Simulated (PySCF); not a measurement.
# Excitation energy of Pr by level of theory

Pr [Xe] 4f3 6s2 (high-spin determinant) → Pr [Xe] 4f4 6s1, s spin flipped, as a difference of total energies. Calculation: PySCF 2.14, in ANO-RCC-VTZP; scalar relativity by spin-free X2C-1e. Correlated levels: valence: [Kr] 4d10 frozen; valence and next inner shell: [Ar] 3d10 frozen. The calculations carry no spin-orbit coupling.

```csv
method,excitation energy (eV)
UHF,6.857
LDA,3.788
PBE,3.881
PBE0,4.543
r2SCAN,4.017
MP2 (valence),5.306
SCS-MP2 (valence),6.078
MP2 (valence and next inner shell),4.980
SCS-MP2 (valence and next inner shell),5.805
```

**Question.** How much does correlation contribute at MP2 (valence and next inner shell)?

**Answer.** 4.980 − (6.857) = -1.877 eV, measured against UHF.

The upper determinant mixes two multiplicities, so it lies between the two terms.

In the upper state the promoted electron has a positive orbital energy at LDA, PBE, PBE0, r2SCAN, so the basis confines it.

The determinant of the upper state and of the lower state mixes LS terms, which raises its energy above the lowest term, most at the Hartree-Fock and MP2 levels.
